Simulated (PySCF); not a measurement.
## `C[C@@H](F)[Se]CF`, C₃H₆F₂Se

Geometry:
| atom | x (Å) | y (Å) | z (Å) |
| --- | --- | --- | --- |
| C1 | 1.537 | -0.320 | 0.673 |
| C2 | 0.843 | 0.236 | -0.547 |
| F3 | 1.713 | 0.337 | -1.592 |
| Se4 | -0.669 | -0.931 | -1.156 |
| C5 | -2.061 | 0.066 | -0.189 |
| F6 | -1.798 | 0.083 | 1.144 |
| H7 | 0.825 | -0.409 | 1.490 |
| H8 | 2.347 | 0.343 | 0.972 |
| H9 | 1.951 | -1.301 | 0.448 |
| H10 | 0.420 | 1.235 | -0.382 |
| H11 | -3.016 | -0.440 | -0.348 |
| H12 | -2.091 | 1.103 | -0.539 |

Method: PySCF, GIAO KT3/pcSseg-1 magnetisability, rotational g tensor and spin-rotation constants, non-relativistic, gas phase. Geometry: GFN2-xTB.

The calculation is non-relativistic, which matters for the atoms heavier than Zn.

How diamagnetic is it, and how anisotropic?

Isotropic -1125 × 10⁻³⁰ J/T², or -67.7 × 10⁻⁶ cm³/mol; principal values -1220, -1153, -1002 × 10⁻³⁰ J/T², anisotropy 194 × 10⁻³⁰ J/T² (root of half the summed squared differences of the principal values). The susceptibility is in cgs units.

Split it along the inertial axes a, b, c into diamagnetic and paramagnetic parts about the centre of mass, with the quadrupole moment.


| axis | χ (10⁻⁶ cm³/mol) | diamagnetic (10⁻⁶ cm³/mol) | paramagnetic (10⁻⁶ cm³/mol) | summed x² of all electrons (Å²) | quadrupole Θ (D Å) |
| --- | --- | --- | --- | --- | --- |
| a | -69.8 | -459.9 | 390.2 | 146.3 | -0.11 |
| b | -71.3 | -747.1 | 675.8 | 78.6 | -1.13 |
| c | -62.1 | -954.1 | 891.9 | 29.8 | +1.24 |

Anisotropies 2χaa − χbb − χcc = -6.1 and 2χbb − χaa − χcc = -10.7 × 10⁻⁶ cm³/mol. Θ is traceless in Buckingham's convention.

And the rotational g tensor?


```csv
axis,rotational constant (GHz),g,nuclear part,electronic part
a,3.0399,-0.0203,0.5370,-0.5572
b,1.7033,-0.0096,0.5312,-0.5408
c,1.2710,-0.0135,0.5191,-0.5326
```
Asymmetric top; isotopes 12C, 19F, 1H, 80Se; no vibrational averaging.
